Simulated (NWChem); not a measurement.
Molecule: C₂H₅BFNO; SMILES NB(O)/C=C/F

```xyz
11

N     -0.9836     2.1159    -0.0982
B     -0.0273     1.0857     0.0629
O      1.3075     1.4614     0.1055
C     -0.4963    -0.4117     0.1781
C      0.2984    -1.4475    -0.1371
F     -0.0868    -2.7339    -0.0711
H     -1.9773     1.9413    -0.2273
H     -0.7109     3.0938    -0.1932
H      1.8783     0.7255     0.3799
H     -1.5263    -0.6676     0.4847
H      1.3421    -1.3627    -0.4944
```
Atoms are numbered in this order, from 1.

Computed with NWChem. Pople sets run with spherical d functions. All runs use the structure optimised with PBE-D3(BJ)/def2-SVP. Atomic charges in e: unrestrained fits to the electrostatic potential beside Mulliken populations; buried atoms are poorly determined by the fit.

### Question
Estimate the computed values for Hartree-Fock/6-31G*. Quantities: ESP N1; Mulliken N1; ESP B2; Mulliken B2; ESP O3; Mulliken O3; ESP C4; Mulliken C4; ESP C5; Mulliken C5; relative RMS misfit of the potential (%).

### Answer
```json
{
  "ESP N1": "-1.04",
  "Mulliken N1": "-0.97",
  "ESP B2": "0.85",
  "Mulliken B2": "0.80",
  "ESP O3": "-0.73",
  "Mulliken O3": "-0.77",
  "ESP C4": "-0.59",
  "Mulliken C4": "-0.49",
  "ESP C5": "0.23",
  "Mulliken C5": "0.29",
  "relative RMS misfit of the potential (%)": "26"
}
```
